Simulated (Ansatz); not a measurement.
Basis-set extrapolation for C2H6ClNSi, SMILES `N=C([SiH3])CCl` (PBE0-D4/def2-TZVP geometry, frozen core, Ansatz 0.2.0). Multiplicity 1, RHF reference.

```csv
,def2-TZVPP,def2-QZVPP
HF,-882.157275,-882.185091
MP2 correlation,-0.847976,-0.911984
CCSD(T) correlation,-0.941727,not run
```

Energies in hartree. Use E(X) = E(∞) + A·exp(−7.88·√X) for Hartree–Fock and E(X) = E(∞) + B·X^(−2.97) for correlation, with X = 3 and 4, and add CCSD(T) minus MP2 of the smaller set to the MP2 limit.

Q: What is the CCSD(T) energy at the basis-set limit?

A: HF limit: -882.185091 + (-0.027816) × 0.13774 = -882.18892. MP2 limit: -0.911984 + (-0.064008) × 0.74074 = -0.95940. Higher-order term: -0.941727 − (-0.847976) = -0.09375. Total: -883.24207 hartree, 3.89 eV below CCSD(T)/def2-TZVPP.
